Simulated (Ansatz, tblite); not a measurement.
Forces on the cluster AlB₅ at its PBE0-D4/def2-SVP geometry. The state is a singlet with charge 0.

The xTB rows come from tblite. The restricted singlet is unstable towards broken spin symmetry at other levels; at PBE-D4/def2-TZVP this wasn't settled. The geometry of the singlet was relaxed on an unsound state (restricted singlet, unstable towards broken spin symmetry at other levels and untested here). Another isomer (singlet) lies 4.31 eV lower at PBE0-D4/def2-TZVP; other spin states weren't run for this one.

GFN1-xTB (tblite), largest force 2.33 eV/Å:

```xyz
6
positions Å, forces eV/Å
B    -0.939   -2.661    0.583   -1.787    1.013    1.108
B     1.795    2.029   -0.225   -0.857    0.655   -2.015
B     0.633    0.955   -0.394   -0.545   -0.822    0.337
B     0.933    2.088   -1.470    1.611    0.482    1.549
B    -1.964   -1.718    1.220    1.266   -1.797   -0.784
Al   -0.458   -0.693    0.285    0.312    0.469   -0.194
```

GFN2-xTB (tblite), largest force 2.71 eV/Å:

```
B -1.764 1.636 1.095
B -1.565 0.066 -2.203
B 0.109 0.163 -0.068
B 1.511 -0.150 2.239
B 1.774 -1.620 -1.099
Al -0.065 -0.095 0.037
```

PBE-D4/def2-TZVP (Ansatz), largest force 0.44 eV/Å:

```
B -0.074 -0.055 0.044
B -0.139 -0.176 0.046
B 0.231 0.350 -0.146
B -0.099 -0.185 0.105
B -0.029 -0.100 0.020
Al 0.110 0.166 -0.070
```
